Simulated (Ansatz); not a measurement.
Born–Oppenheimer molecular dynamics of ClF2Ge2H5O (11 atoms, charge 0, multiplicity 1). It starts at the highest image of a converged band, a first-order saddle point between two minima.

Theory: RKS PBE/def2-SVP in Ansatz 0.2.0.

* ensemble: NVE (velocity Verlet)
* time step: 0.5 fs
* steps asked: 200
* starting velocities drawn for: 100 K
* seed: 11946

First frame:

```xyz
11
Properties=species:S:1:pos:R:3
Ge 0.281 -0.401 -0.172
Cl 1.488 -0.170 2.321
Ge 2.499 0.278 -0.911
H 3.428 -0.893 -0.529
H 2.445 0.468 -2.449
H 2.835 1.584 -0.170
F -0.986 0.665 0.389
F -0.563 -1.141 -1.535
O 0.098 -1.988 0.931
H -0.842 -2.221 1.093
H 0.619 -1.469 1.815
```

Q: How far do the bonds stretch over the last three quarters of this one trajectory? (Pairs bonded in most of those frames.)

A: 
```tsv
bond	mean (Å)	spread (Å)	shortest	longest
Ge1–Ge3	2.437	0.009	2.42	2.45
Ge1–F7	1.751	0.015	1.73	1.77
Ge1–F8	1.767	0.011	1.75	1.78
Ge1–O9	1.951	0.016	1.92	1.97
Ge3–H4	1.541	0.008	1.53	1.55
Ge3–H5	1.554	0.019	1.52	1.58
Ge3–H6	1.541	0.019	1.51	1.57
O9–H10	0.983	0.014	0.96	1.00
O9–H11	1.142	0.028	1.09	1.19
```

Pairs bonded in part of these frames only: Ge1–Cl2 38 %, Cl2–H11 29 %.

Mean temperature of the second half: 45 K. The conserved energy stayed within 0.043 meV per atom of its start (net change 0.0095 meV per atom), so the integration is sound. A run of 0.1 ps of so small a system gives no equilibrium averages. The orbitals stay closed-shell, which can raise the energy where a bond breaks towards radicals; this wasn't checked here.

Run time: 7 min on 4 threads of Arm Neoverse V1, on a shared host, peak memory 0.24 GiB.
